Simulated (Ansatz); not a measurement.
The same path of CH6Ge + H2S (11 atoms, charge 0, multiplicity 1) was run twice with different band settings. Lost on the way: Ge1–H2, S9–H11. Made: Ge1–S9, H2–H11.

Theory: RKS PBE/def2-mTZVP in Ansatz.

Relaxed end points:

```xyz
11
Properties=species:S:1:pos:R:3
Ge 0.447 -0.251 -0.037
H 0.133 -0.256 1.485
H 1.984 -0.391 -0.207
H 0.020 1.128 -0.607
C -0.509 -1.711 -0.946
H -0.209 -2.685 -0.537
H -1.590 -1.586 -0.806
H -0.290 -1.704 -2.022
S -3.686 0.278 0.920
H -3.741 -0.641 1.926
H -2.616 0.906 1.485
```

```xyz
11
Properties=species:S:1:pos:R:3
Ge -0.632 0.288 -0.706
H -0.432 -1.531 3.325
H 0.691 0.832 -0.112
H -0.904 0.951 -2.085
C -0.618 -1.674 -0.862
H -0.451 -2.129 0.123
H -1.577 -2.036 -1.257
H 0.182 -1.996 -1.543
S -2.190 0.983 0.775
H -3.250 0.480 0.077
H -0.877 -1.080 2.920
```

Common settings: movable images 9; climbing image yes; spring 5.0 eV/Å²; optimiser quadratic models (default); start path through a guess of the saddle point; iteration limit 60; end points relaxed.

| run | force threshold |
| --- | --- |
| 1 | 0.05 eV/Å |
| 2 | 0.5 eV/Å |

Task: What does each run give, and how far can it be trusted?

Result: Run 1: converged after 31 iterations, highest image 1.981 eV above the first end. The profile has 2 maxima (images 5, 8) with wells between them (image 7): this band takes more than one step, which may be the mechanism or a detour left from its start path. Neighbouring images differ by up to 2.0 eV, so the band resolves the path poorly. A vibrational analysis at the climbing image gives one clearly imaginary mode, 1253i cm⁻¹: a first-order saddle point.
Run 2: converged after 12 iterations, highest image 2.007 eV above the first end. The threshold of 0.5 eV/Å is loose, so the images may lie well off the minimum-energy path. Neighbouring images differ by up to 1.7 eV, so the band resolves the path poorly. The order of the stationary point at the top wasn't checked.
The orbitals stay closed-shell, which can raise the energy where a bond breaks towards radicals; this wasn't checked here.
